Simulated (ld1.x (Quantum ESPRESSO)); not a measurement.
**u(r) = r·R(r): atom against pseudo-atom (oxygen)**

Columns: radius, all-electron u(r) and pseudo u(r) of the 2s shell (level -24.47 eV) of oxygen in the configuration [He] 2s1 2p5; BP86, non-relativistic, TM scheme, ld1.x (Quantum ESPRESSO) 7.5.

```tsv
r (bohr)	all-electron	pseudo
0.088	0.4163	-0.0814
0.175	0.3145	-0.1698
0.262	0.0475	-0.2739
0.350	-0.2421	-0.4008
0.438	-0.4927	-0.5467
0.525	-0.6845	-0.6941
0.612	-0.8199	-0.8197
0.700	-0.9060	-0.9059
0.788	-0.9504	-0.9504
0.875	-0.9624	-0.9624
0.962	-0.9508	-0.9508
1.050	-0.9220	-0.9220
1.138	-0.8814	-0.8814
1.225	-0.8339	-0.8339
1.312	-0.7822	-0.7822
1.400	-0.7281	-0.7281
1.487	-0.6745	-0.6745
1.575	-0.6213	-0.6213
1.662	-0.5706	-0.5706
1.750	-0.5219	-0.5219
1.838	-0.4759	-0.4759
1.925	-0.4334	-0.4334
2.012	-0.3939	-0.3939
2.100	-0.3569	-0.3569
2.188	-0.3228	-0.3228
2.275	-0.2920	-0.2920
```

How many radial nodes do the two functions have?

The all-electron 2s function has n − l − 1 = 1; the pseudo-wave has 0, since the states of the same l below it are removed with the core.

At about which radius was the pseudo-wave matched?

0.80 bohr. The columns agree to 0.0005 from 0.61 bohr on; several derivatives are matched, so the curves merge somewhat inside the radius.

Is the pseudo-wave norm-conserving?

Yes: the TM scheme keeps the norm inside the radius equal to the all-electron one, which fixes the energy derivative of the logarithmic derivative at the level.
